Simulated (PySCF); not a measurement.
**Reading a saddle point**

A first-order saddle point of SnH₆O, closed shell, PBE0-D4/def2-TZVP, with one imaginary mode of 1326i cm⁻¹:

```xyz
8
angstrom
Sn -0.6332 0.1365 -0.5182
H -0.0976 0.7949 1.4050
H -0.2201 -0.8172 -1.8902
H -2.1408 -0.3757 0.0771
H -0.5104 1.7714 -0.9896
H 0.6569 0.0771 1.2276
O 1.0256 -0.8072 0.5252
H 1.9196 -0.7796 0.1631
```

PySCF 2.14 with density fitting (its default auxiliary sets; JK sets also for MP2 and CCSD(T)); basis: def2-TZVPP and def2-QZVPP; cores frozen in the correlated methods. Filled d shells of the heavier atoms are correlated. Core potentials replace the inner electrons of the atoms past krypton. The def2 sets are not built for correlating such inner shells, so the correlated values are less sure here. Extrapolation: Hartree–Fock as exp(−7.88 √X), correlation as X^−2.97.

**Question.** Which contacts change along the imaginary mode, and what lies on either side? (Judge from chemistry; the calculation decides.)

**Answer.** Computed: The step is SnH₄ + H₂O → SnH₄O ([OH][SnH3]) + H₂, with the molecules in contact on both sides. Shortening one way: Sn1–O7, H2–H6; lengthening the same way: Sn1–H2, H6–O7.
| pair | one side (Å) | saddle (Å) | other side (Å) |
| --- | --- | --- | --- |
| Sn1–O7 | 3.15 | 2.18 | 1.97 |
| H2–H6 | 3.06 | 1.06 | 0.75 |
| Sn1–H2 | 1.70 | 2.10 | 3.95 |
| H6–O7 | 0.96 | 1.19 | 2.55 |

**Question.** Which side is lower, and how far does the saddle lie above each? (Judge from chemistry; the value comes from the calculation.)

**Answer.** By the calculation: The side with Sn1–H2, H6–O7 short is lower by 10.1 kJ/mol; the saddle lies 163.6 kJ/mol above it and 153.5 kJ/mol above the other (CCSD(T) at an estimated basis limit (MP2 extrapolated from triple and quadruple zeta, plus CCSD(T) − MP2 in triple zeta); electronic energies).

The T1 diagnostic stays at or below 0.015.

Labels in which every atom is bracketed show which atoms are joined, not bond orders.

For scale, one of the runs: CCSD(T)/def2-TZVPP, 165 basis functions, launched by `OMP_NUM_THREADS=4 python run.py`. The run took 5 min on 4 CPU threads of an Intel Xeon (shared host), with 1.7 GiB of host memory at its peak.
